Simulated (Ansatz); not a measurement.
**Worked example: C2H5CdCl + C2H4FGa → C2H5CdF + C2H4ClGa**

Gas-phase species: C2H5CdCl `C[CH2][Cd][Cl]`, singlet; C2H4FGa `C=[CH][GaH][F]`, singlet; C2H5CdF `C[CH2][Cd][F]`, singlet; C2H4ClGa `C=[CH][GaH][Cl]`, singlet. The partners trade Cl for F: Cd–Cl and Ga–F bonds give way to Cd–F and Ga–Cl.

Shapes, held fixed at every level: PBE0-D4/def2-TZVP. Flexible molecules stand in one conformer, not always the lowest. Programs: Ansatz 0.2.0. The zero-point and thermal change to 298 K, harmonic and unscaled (PBE0-D4/def2-TZVP), is -0.2 kJ/mol.

At CCSD(T)/def2-TZVPP; 1 Eh = 2625.50 kJ/mol:

```
 species   energy (Eh)
C2H5CdCl   -706.407021
 C2H4FGa  -2101.693066
 C2H5CdF   -346.389635
C2H4ClGa  -2461.691410
```

Task: Work out ΔH(298 K) of the reaction at this level.

Result: 
1. Products less reactants: (-346.389635) + (-2461.691410) − [(-706.407021) + (-2101.693066)] = 0.019042 Eh = +50.0 kJ/mol.
2. With the thermal change: +50.0 + (-0.2) = +49.8 kJ/mol.

Other levels give +43.3 (SPW92/def2-TZVPP) to +63.5 kJ/mol (HF/def2-SVP). No measured value is set beside it here. For atoms past krypton def2 sets carry core potentials with scalar relativity. Relativity is left out for Ga. Outer-core shells of Cd, Ga are correlated, in sets that cover them unevenly.
